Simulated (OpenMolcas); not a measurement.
# Rh3+ in a point-charge field

Rh3+ among 4 point charges of -2.5 e arranged as a tetrahedron (Td), 2.05 Å from the ion.

```yaml
Program: OpenMolcas
Method: "SS-CASPT2, IPEA 0.25 Eh, imaginary shift 0.1 Eh (closed shells correlated: 4s 4p)"
Basis: ANO-RCC-VDZP [6s5p3d1f]
Scalar_Hamiltonian: DKH2, point nucleus
Active_space: 6 electrons in 5 orbitals (4d)
State_averaging: 2S+1 = 5 even, 5 roots; 2S+1 = 3 even, 45 roots; 2S+1 = 1 even, 50 roots
Spin-orbit_coupling: state interaction with AMFI integrals over the reference wave functions
```

The lowest spin-free states (labels of Td), above the lowest:

```
State  Degeneracy  E (cm-1)  Free-ion L (%)
   5E           2         0         D (100)
  5T2           3      3300         D (100)
  3T1           3     16870          H (73)
   3E           2     18190          H (97)
  3T1           3     18460          H (46)
  3T2           3     19110          H (71)
  3A2           1     19900         F (100)
  3T1           3     21410          H (62)
  3A1           1     21610         G (100)
  3T2           3     21950          F (63)
   3E           2     23050          G (94)
  3T1           3     23340          G (68)
  3T1           3     24640          F (41)
  3T2           3     25500          G (88)
   1E           2     25810          I (90)
  1T2           3     26010          I (69)
  1A2           1     27250         I (100)
  1T2           3     27250          G (52)
  1A1           1     27520          I (53)
   3E           2     27880          D (96)
```

The lowest levels with spin-orbit coupling:

| E (cm-1) | Degeneracy | Label | 2S+1 |
| --- | --- | --- | --- |
| 0 | 1 | A1 | 5 |
| 120 | 3 | T1 | 5 |
| 230 | 2 | E | 5 |
| 490 | 3 | T2 | 5 |
| 870 | 1 | A2 | 5 |
| 3120 | 3 | T2 | 5 |
| 3900 | 3 | T1 | 5 |
| 4060 | 2 | E | 5 |
| 4800 | 3 | T2 | 5 |
| 5020 | 3 | T1 | 5 |
| 5200 | 1 | A1 | 5 |
| 16700 | 3 | T2 | 3 |
| 16870 | 2 | E | 3 |
| 17160 | 1 | A1 | 3 |
| 17270 | 3 | T1 | 3 |
| 18020 | 3 | T2 | 3 |
| 18410 | 2 | E | 3 |
| 18500 | 3 | T2 | 3 |
| 18680 | 3 | T1 | 3 |
| 19140 | 2 | E | 3 |

Powder χT (cm3 K/mol): 0.114 at 2 K, 0.568 at 10 K, 2.63 at 50 K, 3.73 at 100 K, 4.24 at 200 K, 4.37 at 300 K. The effective moment at 300 K is 2.828 √(χT) = 5.91 μB.

The lowest level has 2S+1 = 5, for which the spin-only value is χT = S(S+1) / 2 = 3.000 cm3 K/mol (g = 2). The computed 4.367 at 300 K differs by +1.367, through orbital momentum, spin-orbit coupling and any other state in reach.

Roots that are degenerate in the reference are averaged as groups; the widest CASPT2 spread within a group is 530 cm-1 (the 3-fold group of multiplicity 3 near 47000 cm-1 above the lowest state of its run). Shifts and gaps below about the spread of the groups concerned are not significant. An orbital doublet at a regular site is open to a Jahn-Teller distortion, which this geometry leaves out. Point charges give a weaker field than real ligands, and real ions of this kind are as a rule low spin; the high spin found here belongs to the model. The ground term spreads over less than 5000 cm-1, several times less than with real ligands, so orbital moments are less quenched and χT lies further from the spin-only value than at real sites. Free-ion shares, where given, are those of the reference states; single-state CASPT2 does not remix them. Point charges carry no covalency, so the field is a model and not that of real ligands. No measured value stands beside these numbers.
